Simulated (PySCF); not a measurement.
Geometries of 2 isomers of BH6OPSi, from PBE0-D3(BJ)/def2-SVP geometry optimisation, gas phase (PySCF). One conformer each, no zero-point energy, no frequencies.

Problem. Which isomer lies lower at this level?
A.
```xyz
10
angstrom
Si    -1.297    0.919   -0.605
O     -0.517   -0.029    0.537
B      0.719   -0.491    0.819
P      2.292   -0.123   -0.235
H     -0.325    1.418   -1.621
H     -2.342    0.081   -1.253
H     -1.923    2.062    0.111
H      0.868   -1.095    1.861
H      1.763   -0.320   -1.543
H      2.875   -1.413   -0.098
```
B.
```xyz
10
angstrom
B      2.043   -0.069   -0.620
P      0.624   -0.787    0.320
Si    -1.076    0.669    0.181
O     -2.510   -0.019    0.663
H      3.171   -0.206   -0.217
H      1.824    0.425   -1.699
H      0.991   -0.858    1.688
H     -1.072    1.075   -1.257
H     -0.898    1.847    1.070
H     -2.768   -0.834    0.223
```

Solution. A. That is `[SiH3]OBP`, 23.2 kcal/mol below the other.

```csv
SMILES,atoms numbered as above,E (Eh),relative (kcal/mol),relative (kJ/mol),dipole (D)
[SiH3]OBP,[SiH3:1][O:2][BH:3][PH2:4],-733.94445,0.0,0.0,1.52
BP[SiH2]O,[BH2:1][PH:2][SiH2:3][OH:4],-733.90743,23.2,97.2,0.77
```

As drawn, the lower has a B–O bond, which the higher lacks; the higher has an O–H bond, which the lower lacks.
